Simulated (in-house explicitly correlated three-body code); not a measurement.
Computed with an exponentially correlated three-body code. Model: two electrons around a point charge, non-relativistic, variational in 260 exponentially correlated functions (energies converged to about 1e-7 hartree, or 1e-8 relative for large Z).

Command:
```bash
python run_hyl.py task.json out
```
Settings (lengths in bohr, energies in hartree):
```
Z                      18
screening              0.36
interaction_strength   1
functions              260
states_tried           13
```

Time taken, with all properties: 78 s on 1 thread of Arm Neoverse V2, with other jobs on the host.

**Those bound S and P states to n = 4 that converged, binding against the one-electron ion.**

Given: nuclear charge 18; Yukawa screening of all interactions 0.36 1/bohr.

Computed: one-electron threshold -155.615938 hartree.

| term | energy (hartree) | binding (eV) |
| --- | --- | --- |
| 1 1S | -300.495155 | 3942.4 |
| 2 3S | -187.022151 | 854.61 |
| 2 3P | -186.313453 | 835.32 |
| 2 1S | -186.304589 | 835.08 |
| 2 1P | -185.78625 | 820.98 |
| 3 3S | -166.623342 | 299.53 |
| 3 1S | -166.440371 | 294.55 |
| 3 3P | -166.396356 | 293.35 |
| 3 1P | ? | ? |
| 4 3S | ? | ? |
| 4 1S | -159.891895 | 116.35 |
| 4 3P | -159.848271 | 115.17 |
| 4 1P | -159.7966 | 113.76 |

Q: What belongs in the row 3 1P?

A: energy (hartree): -166.258339; binding (eV): 289.59.

Q: What belongs in the row 4 3S?

A: energy (hartree): -159.959941; binding (eV): 118.21.

**Converged states only, values per electron or pair (inverse distances are <exp(-kr)/r>).**

| term | mean r (bohr) | mean r squared (bohr²) | mean inverse r (1/bohr) | mean r12 (bohr) | mean inverse r12 (1/bohr) | mean cosine | mean p1 dot p2 (bohr⁻²) | delta r1 (bohr⁻³) | delta r12 (bohr⁻³) |
| --- | --- | --- | --- | --- | --- | --- | --- | --- | --- |
| 1 1S | 0.085144 | 0.0096932 | 17.328 | 0.12483 | 10.58 | -0.0073888 | 2.2797 | 1787.5 | 207.87 |
| 2 3S | 0.21438 | 0.074198 | 10.797 | 0.35956 | 2.938 | -0.0025336 | 0.17752 | 1032 | - |
| 2 3P | 0.18768 | 0.055856 | 10.778 | 0.31226 | 3.5596 | -0.074724 | -22.539 | 923.61 | - |
| 2 1S | 0.21739 | 0.076705 | 10.775 | 0.36107 | 3.5901 | -0.0041486 | 0.20224 | 1028.7 | 38.246 |
| 2 1P | 0.19011 | 0.057545 | 10.76 | 0.30347 | 4.0079 | 0.063263 | 22.145 | 928.63 | 11.449 |
| 3 3S | 0.43934 | 0.3639 | 9.5955 | 0.80122 | 1.2789 | -0.00083526 | 0.050885 | 957.07 | - |
| 3 1S | ? | ? | ? | ? | ? | ? | ? | ? | ? |
| 3 3P | 0.41431 | 0.3247 | 9.5897 | 0.75243 | 1.4416 | -0.01691 | -5.0004 | 926.69 | - |
| 3 1P | 0.41789 | 0.33089 | 9.585 | 0.75679 | 1.5612 | 0.014287 | 5.1079 | 927.75 | 3.504 |
| 4 3S | 0.77711 | 1.2206 | 9.1805 | 1.474 | 0.61807 | -0.00033477 | 0.019605 | 938.94 | - |
| 4 1S | 0.78382 | 1.2431 | 9.1779 | 1.4871 | 0.67926 | -0.00050504 | 0.02484 | 938.71 | 4.0851 |
| 4 3P | ? | ? | ? | ? | ? | ? | ? | ? | - |
| 4 1P | 0.75985 | 1.1734 | 9.1756 | 1.4389 | 0.72248 | 0.0051078 | 1.84 | 927.67 | 1.3747 |

Q: What belongs in the row 3 1S?

A: mean r (bohr): 0.44391; mean r squared (bohr²): 0.37234; mean inverse r (1/bohr): 9.5895; mean r12 (bohr): 0.80934; mean inverse r12 (1/bohr): 1.4451; mean cosine: -0.0012804; mean p1 dot p2 (bohr⁻²): 0.062784; delta r1 (bohr⁻³): 956.4; delta r12 (bohr⁻³): 10.678.

Q: What belongs in the row 4 3P?

A: mean r (bohr): 0.7546; mean r squared (bohr²): 1.1564; mean inverse r (1/bohr): 9.1776; mean r12 (bohr): 1.4294; mean inverse r12 (1/bohr): 0.67794; mean cosine: -0.0060683; mean p1 dot p2 (bohr⁻²): -1.782; delta r1 (bohr⁻³): 927.3.

**Electric-dipole lines between converged S and P states, rate of the upper state's decay.**

| s state | p state | p minus s (eV) | oscillator strength from s | rate (1/s) |
| --- | --- | --- | --- | --- |
| 1 1S | 2 1P | 3121.4 | 0.76663 | 1.0804e+14 |
| 1 1S | 3 1P | 3652.8 | 0.14826 | 2.8612e+13 |
| 1 1S | 4 1P | 3828.6 | 0.050696 | 1.0748e+13 |
| 2 1S | 2 1P | ? | ? | ? |
| 2 1S | 3 1P | 545.49 | 0.39488 | 1.6995e+12 |
| 2 1S | 4 1P | 721.32 | 0.090419 | 6.8046e+11 |
| 3 1S | 2 1P | -526.43 | -0.047008 | 5.6527e+11 |
| 3 1S | 3 1P | ? | ? | ? |
| 3 1S | 4 1P | 180.79 | 0.40912 | 1.9341e+11 |
| 4 1S | 2 1P | -704.62 | -0.00983 | 2.1178e+11 |
| 4 1S | 3 1P | -173.24 | -0.1068 | 1.3908e+11 |
| 4 1S | 4 1P | 2.5931 | 0.13355 | 1.2989e+07 |
| 2 3S | 2 3P | 19.285 | 0.043393 | 2.3342e+08 |
| 2 3S | 3 3P | 561.26 | 0.38394 | 1.7493e+12 |
| 2 3S | 4 3P | 739.44 | 0.088747 | 7.0185e+11 |
| 3 3S | 2 3P | -535.8 | -0.047671 | 5.9383e+11 |
| 3 3S | 3 3P | 6.1766 | 0.08698 | 4.7996e+07 |
| 3 3S | 4 3P | 184.36 | 0.39801 | 1.9566e+11 |
| 4 3S | 2 3P | -717.12 | -0.0098561 | 2.1993e+11 |
| 4 3S | 3 3P | -175.14 | -0.10969 | 1.4601e+11 |
| 4 3S | 4 3P | 3.0387 | 0.15412 | 2.0584e+07 |

Q: What belongs in the row 2 1S 2 1P?

A: p minus s (eV): 14.105; oscillator strength from s: 0.032693; rate (1/s): 9.4075e+07.

Q: What belongs in the row 3 1S 3 1P?

A: p minus s (eV): 4.9533; oscillator strength from s: 0.071103; rate (1/s): 2.5233e+07.

**Static dipole response.**

```tsv
state	polarisability (bohr³)
1 1S	9.32e-05
2 1S	0.12307
2 3S	0.087689
```
